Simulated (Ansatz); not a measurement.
Gas-phase electronic energies from Ansatz, PBE0-D4/def2-TZVP geometries. CBS: MP2 limit from def2 TZ/QZ plus the TZ coupled-cluster correction, frozen cores. This one scheme is used for every species. Each species was taken in one conformer, which may not be the lowest.

`F[SiH](F)[AlH2]` + `OP[SiH3]` → `O[P]([AlH2])[SiH3]` + `F[SiH2]F`  (cleavage of the Al–Si bond)

```tsv
species	CCSD(T)/CBS(def2) energy (Eh)
`F[SiH](F)[AlH2]`	-732.58614
`OP[SiH3]`	-708.19371
`O[P]([AlH2])[SiH3]`	-950.80994
`F[SiH2]F`	-489.99391
```

Work out ΔE.

ΔE = (-950.80994) + (-489.99391) − (-732.58614) − (-708.19371) = -0.02400 Eh = -15.1 kcal/mol.

Largest T1 diagnostic among the species: 0.014.

Leaving LDA and LC-ωPBE aside and taking each functional with its dispersion term where it has one, the values, not all of them listed here, spread over 2.3 kcal/mol, from B97M-V to ωB97X-V. LDA lies −1.1 kcal/mol from PBE without D4. In def2-TZVPP, CCSD(T) changes the Hartree–Fock value by −1.9 kcal/mol (the triples alone add −0.7 kcal/mol) and MP2 by −4.0 kcal/mol.
